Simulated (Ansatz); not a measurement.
Basis-set series for C$_{3}$H$_{8}$B, SMILES `C[B]CC` radical. Charge 0, multiplicity 2. The geometry is a stationary point of PBE0-D4/def2-TZVP. It is one conformer, not always the lowest.

```tsv
functional	basis	functions	energy (Eh)	HOMO (eV)	LUMO (eV)
PBE0-D4	def2-TZVPP	236	-143.78227	-4.89	-0.79
PBE0-D4	def2-QZVPP	468	-143.79085	-4.90	-0.81
ωB97M-V	def2-TZVPP	236	-143.86727	-6.75	0.89
ωB97M-V	def2-QZVPP	468	-143.87574	-6.76	0.76
```

Question: Give the rows for def2-SVP. (An estimate is asked.)

Answer: Computed: 
```json
{"functional": "PBE0-D4", "basis": "def2-SVP", "functions": "96", "energy (Eh)": "-143.62705", "HOMO (eV)": "-4.82", "LUMO (eV)": "-0.71"}
{"functional": "ωB97M-V", "basis": "def2-SVP", "functions": "96", "energy (Eh)": "-143.70102", "HOMO (eV)": "-6.64", "LUMO (eV)": "1.30"}
```

HOMO and LUMO are taken over both spins. Positive LUMOs are unbound and depend on the basis.
